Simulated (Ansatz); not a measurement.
Predict a relaxed structure of 1-ethyl-3-methylimidazolium hexafluorophosphate (C6H11F6N2P), charge 0, singlet, at r2SCAN-D4/def2-SVP (Ansatz).


Cartesian coordinates in Å:
```
C -1.2425 1.5263 -1.9210
C -1.8939 0.3017 -1.3000
N -0.8938 -0.7116 -0.9302
C -0.0324 -1.3496 -1.8001
C 0.8587 -2.0503 -1.0359
N 0.5188 -1.8311 0.2835
C 1.3345 -2.1794 1.4406
C -0.5324 -1.0061 0.3212
H -2.0208 2.2722 -2.1400
H -0.7336 1.2816 -2.8662
H -0.5204 1.9688 -1.2215
H -2.4111 0.5742 -0.3711
H -2.6173 -0.1777 -1.9797
H -0.1265 -1.2585 -2.8792
H 1.6962 -2.6835 -1.3174
H 1.8669 -3.1154 1.2305
H 0.6879 -2.3041 2.3168
H 2.0328 -1.3539 1.6384
H -0.9477 -0.5602 1.2225
F -0.8519 1.6302 1.1510
P 0.7288 1.8433 1.6336
F 1.1957 0.9273 0.3238
F 0.5862 0.4302 2.4959
F 0.8191 3.1717 0.7125
F 2.2740 1.9679 2.0824
F 0.2250 2.6858 2.9094
```
 This is one stationary point.
